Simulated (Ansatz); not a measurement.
`[CH3][GeH]([NH2])[NH2]` → C• + Ge• + 8 H• + 2 N•  (atomization)

Program: Ansatz. Geometries: PBE0-D4/def2-TZVP. ΔE: electronic, gas phase. CCSD(T)/CBS adds triple-zeta CCSD(T) − MP2 to the extrapolated MP2 energy (def2 sets, frozen cores). This one scheme is used for every species, atoms too. Functionals use def2-TZVPP. B3LYP here is the variant with VWN-RPA as its local correlation; programs differ in this. Open shells (•) are unrestricted, without spin–orbit coupling. Spin–orbit coupling would lower the free atoms: a little for C; clearly for Ge. Bonds to Ge are less sure, by a few kJ/mol each and by 10 to 20 or more in all where they break to atoms, as the def2 sets lack core-valence functions. Scalar relativity is left out up to krypton. Each species was taken in one conformer, which may not be the lowest.

```tsv
level	ΔE (kJ/mol)	difference from CCSD(T)/CBS
PBE-D4	4106.2	35.5
r2SCAN-D4	4036.8	-33.9
PBE0-D4	4039.2	-31.5
B3LYP-D4	4062.7	-8.0
ωB97X-V	4078.3	7.6
ωB97M-V	4062.0	-8.7
B2PLYP	4016.2	-54.5
PBE	4085.0	14.3
r2SCAN	4031.5	-39.2
PBE0	4021.3	-49.4
B3LYP	4028.8	-41.9
HF/def2-TZVPP	2829.0	-1241.7
MP2/def2-TZVPP	3981.4	-89.3
SCS-MP2/def2-TZVPP	4005.0	-65.7
CCSD/def2-TZVPP	3907.5	-163.2
CCSD(T)/def2-TZVPP	3963.0	-107.7
HF/def2-QZVPP	2833.8	-1236.9
MP2/def2-QZVPP	4044.8	-25.9
SCS-MP2/def2-QZVPP	4080.6	9.9
HF/CBS(def2)	2834.6	-1236.1
MP2/CBS(def2)	4089.1	18.4
CCSD/CBS(def2)	4015.2	-55.5
CCSD(T)/CBS	4070.7	0
```

Largest T1 diagnostic among the species: 0.010.

The D4 term adds +33.9 kJ/mol with B3LYP and +17.9 kJ/mol with PBE0; it sums over pairs of atoms, weighted by their polarisabilities, and B3LYP, whose exchange is more repulsive, gets the larger term. From PBE to PBE0 (25 % exact exchange), in def2-TZVPP and without D4, ΔE moves by −63.7 kJ/mol: exact exchange takes away binding that semilocal exchange gives to molecules.

For atomizations the MP2-based limit and the directly extrapolated one differ by several kJ/mol either way, and by 10 to 25 for some Ge, Se and Sn compounds, so smaller differences from it don't rank the levels.
